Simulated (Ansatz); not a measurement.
`C=[C]([AlH2])[SnH3]` and `B[C](=C)[SnH3]` differ in one atom or group.

Ansatz, PBE0-D4/def2-TZVP geometries, multiplicity 1. 

Elements past krypton have def2 core potentials.

```json
{"property": "LUMO energy (B3LYP/def2-TZVPP) / eV", "`C=[C]([AlH2])[SnH3]`": "-2.03"}
{"property": "HOMO–LUMO gap (PBE/def2-TZVPP) / eV", "`C=[C]([AlH2])[SnH3]`": "3.58"}
{"property": "LUMO energy (PBE/def2-TZVPP) / eV", "`C=[C]([AlH2])[SnH3]`": "-2.66"}
{"property": "size of the dipole moment (PBE/def2-TZVPP) / D", "`C=[C]([AlH2])[SnH3]`": "0.83"}
{"property": "HOMO–LUMO gap (PBE0/def2-TZVPP) / eV", "`C=[C]([AlH2])[SnH3]`": "5.54"}
{"property": "LUMO energy (ωB97M-V/def2-TZVPP) / eV", "`C=[C]([AlH2])[SnH3]`": "-0.10"}
```

**Question.** What does the change do to each property? (Best estimate.)

**Answer.** Ansatz gave: 
```
                                      property  `B[C](=C)[SnH3]`  shift
           LUMO energy (B3LYP/def2-TZVPP) / eV             -2.47  -0.44
           HOMO–LUMO gap (PBE/def2-TZVPP) / eV              3.48  -0.10
             LUMO energy (PBE/def2-TZVPP) / eV             -3.28  -0.62
size of the dipole moment (PBE/def2-TZVPP) / D              1.23   0.40
          HOMO–LUMO gap (PBE0/def2-TZVPP) / eV              5.65   0.11
         LUMO energy (ωB97M-V/def2-TZVPP) / eV             -0.24  -0.14
```

With PBE0 the HOMO falls by 0.56 eV and the LUMO falls by 0.45 eV, so the gap widens by about 0.11 eV. PBE moves the HOMO by -0.51 eV and ωB97M-V by -0.61 eV. Dipoles are sizes alone; their direction can turn.

B3LYP here is the variant with VWN-RPA as its local correlation; programs differ in this.
